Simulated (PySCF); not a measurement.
BiHF2, SMILES [F][BiH][F].

Geometry optimised at PBE0-D3(BJ)/def2-TZVP. The def2 effective core potentials stand for the cores of Bi; spin–orbit coupling is left out.

Calculation: TDA-M06-2X/def2-SVPD (PySCF).

Vertical excitations. The molecule is in vacuum. State labels are in the subgroup Cs.

Problem. Give excitation energies, oscillator strengths and character. (The exact figures need the calculation; the answer reports its results.)

Solution. 
```csv
state,symmetry,energy (eV),λ (nm),f,main pairs
S1,A",5.55,223,0.019,HOMO→LUMO 98 %
S2,A',5.87,211,0.026,HOMO→LUMO+1 94 %
S3,A',7.52,165,0.448,HOMO→LUMO+2 93 %
S4,A",7.99,155,0.011,"HOMO−1→LUMO 45 %, HOMO−2→LUMO+1 41 %"
S5,A',8.10,153,0.024,"HOMO−2→LUMO 60 %, HOMO−1→LUMO+1 22 %"
S6,A',8.33,149,0.102,"HOMO−1→LUMO+1 39 %, HOMO−3→LUMO 30 %, HOMO−2→LUMO 20 %"
S7,A",8.39,148,0.013,"HOMO−3→LUMO+1 65 %, HOMO−4→LUMO 15 %"
S8,A',8.52,146,0.064,"HOMO−3→LUMO 53 %, HOMO−1→LUMO+1 28 %, HOMO−2→LUMO 9 %"
S9,A",8.96,138,0.165,"HOMO−1→LUMO 34 %, HOMO−4→LUMO 22 %, HOMO−3→LUMO+1 11 %, HOMO−2→LUMO+1 9 %"
S10,A",9.26,134,0.005,"HOMO−4→LUMO 43 %, HOMO−5→LUMO 22 %, HOMO−3→LUMO+1 11 %, HOMO−2→LUMO+1 9 %"
T1,A",4.77,260,0,HOMO→LUMO 94 %
T2,A',4.89,254,0,HOMO→LUMO+1 90 %
T3,A',6.05,205,0,"HOMO→LUMO+2 69 %, HOMO→LUMO+3 17 %"
T4,A",7.15,173,0,HOMO−1→LUMO 84 %
```
Triplets are in the Tamm–Dancoff approximation.
